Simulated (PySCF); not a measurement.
**Computed structure and properties of Hf(NH2)4**

System: Hf(NH2)4 (singlet); start: displaced along the imaginary mode (S4). Method: PySCF 2.14.0, RKS PBE0, Hf def2-SVP with ECP60, N def2-SVP, H def2-SVP; non-relativistic Hamiltonian with scalar-relativistic core potentials where named; density fitting; no spin-orbit coupling.

Input of the relaxation:

```python
mol = gto.M(atom='''
Hf    -0.00000    -0.00000     0.00000
N      1.06744     1.24525     1.23900
H      1.68168     0.89332     2.01313
H      1.27502     2.25539     1.05437
N     -1.06744    -1.23900     1.24525
H     -1.27502    -1.05437     2.25539
H     -1.68168    -2.01313     0.89332
N      1.06744    -1.24525    -1.23900
H      1.27502    -2.25539    -1.05437
H      1.68168    -0.89332    -2.01313
N     -1.06744     1.23900    -1.24525
H     -1.68168     2.01313    -0.89332
H     -1.27502     1.05437    -2.25539''',
    basis={'Hf': 'def2-SVP', 'N': 'def2-SVP', 'H': 'def2-SVP'},
    ecp={'Hf': 'def2-SVP'},
    charge=0, spin=0)
mf = dft.RKS(mol, xc='PBE0')
mf.grids.atom_grid = (50, 194)
mf = mf.density_fit()  # fitting sets: Hf def2-universal-JKFIT, N def2-universal-JKFIT, H def2-universal-JKFIT
mf.conv_tol = 1e-08; mf.max_cycle = 55
mf.kernel(dm0)  # dm0: converged density of the start geometry
# quasi-Newton relaxation in Cartesian coordinates to a largest gradient under 0.00045 Eh/bohr, steps kept in the point group
```

Run from Python with OMP_NUM_THREADS=2; the lines above give its settings. Where DIIS fails, smearing, a level shift and second-order steps follow.
It took 2.5 min on 2 threads of Arm Neoverse V1, on a shared host, from the converged density of the start.

Course of the relaxation:

```csv
step,energy above end (eV),largest force component within the symmetry (eV/Å)
0,0.3086,1.219
1,0.1295,0.138
2,0.1156,0.065
3,0.0991,0.231
4,0.0877,0.386
5,0.0701,0.424
6,0.0426,0.305
7,0.0253,0.280
14,0.0004,0.025
15,0.0003,0.024
16,0.0001,0.019
17,0.0000,0.022
18,0.0001,0.035
19,0.0000,0.007
```
(The steps between are left out.)

Relaxed geometry (S4):

```xyz
13

Hf    0.0000    0.0000    0.0000
N     1.2037    1.2221    1.1224
H     2.0513    0.9043    1.5896
H     1.1211    2.2238    1.2762
N    -1.2037   -1.1224    1.2221
H    -1.1211   -1.2762    2.2238
H    -2.0513   -1.5895    0.9043
N     1.2037   -1.2221   -1.1224
H     1.1211   -2.2238   -1.2762
H     2.0513   -0.9043   -1.5896
N    -1.2037    1.1224   -1.2221
H    -2.0513    1.5895   -0.9043
H    -1.1211    1.2762   -2.2238
```

```
      contact      Å
 Hf1–N2 (NH2)  2.050
 Hf1–N5 (NH2)  2.050
 Hf1–N8 (NH2)  2.050
Hf1–N11 (NH2)  2.050
```

On the finer grid (75, 302):

| Quantity | Value |
| --- | --- |
| HOMO | -6.52 eV |
| LUMO | 0.36 eV |
| Dipole about the centre of mass | 0.00 D |
| Set of Mulliken populations of Hf1 outside the core potential | s 2.43, p 6.36, d 2.13, f 0.15 |
| D3(BJ) dispersion energy (not in the energies) | -0.218 eV |

```json
{"atom": "Hf1", "Mulliken (e)": "0.94", "Löwdin (e)": "0.21", "spin (e)": "0.00"}
{"atom": "N2", "Mulliken (e)": "-0.52", "Löwdin (e)": "-0.21", "spin (e)": "0.00"}
{"atom": "H3", "Mulliken (e)": "0.14", "Löwdin (e)": "0.08", "spin (e)": "0.00"}
{"atom": "H4", "Mulliken (e)": "0.14", "Löwdin (e)": "0.08", "spin (e)": "0.00"}
{"atom": "N5", "Mulliken (e)": "-0.52", "Löwdin (e)": "-0.21", "spin (e)": "0.00"}
{"atom": "H6", "Mulliken (e)": "0.14", "Löwdin (e)": "0.08", "spin (e)": "0.00"}
{"atom": "H7", "Mulliken (e)": "0.14", "Löwdin (e)": "0.08", "spin (e)": "0.00"}
{"atom": "N8", "Mulliken (e)": "-0.52", "Löwdin (e)": "-0.21", "spin (e)": "0.00"}
{"atom": "H9", "Mulliken (e)": "0.14", "Löwdin (e)": "0.08", "spin (e)": "0.00"}
{"atom": "H10", "Mulliken (e)": "0.14", "Löwdin (e)": "0.08", "spin (e)": "0.00"}
{"atom": "N11", "Mulliken (e)": "-0.52", "Löwdin (e)": "-0.21", "spin (e)": "0.00"}
{"atom": "H12", "Mulliken (e)": "0.14", "Löwdin (e)": "0.08", "spin (e)": "0.00"}
{"atom": "H13", "Mulliken (e)": "0.14", "Löwdin (e)": "0.08", "spin (e)": "0.00"}
```

On the grid (50, 194), as all that follows. Harmonic modes: a minimum; lowest 109 cm⁻¹ (negative: unstable), highest 3662 cm⁻¹, zero-point energy 2.660 eV.

Taking off one NH2 (charge -1, singlet; the rest: singlet) in vacuum, both parts rigid, costs 11.67 eV; the small basis without counterpoise inflates it. Most of it is the attraction of opposite charges; other ways to part are cheaper, and one spin state was tried for the rest.

Rigid scan of NH2 along the line from its metal:

```tsv
distance to N2 (Å)	energy (eV)
1.75	1.426
1.85	0.543
1.95	0.118
2.05	0.000
2.15	0.087
2.25	0.307
2.45	0.959
2.75	2.096
3.15	3.488
3.65	4.821
```

One start shape was tried, so this needn't be the lowest isomer.
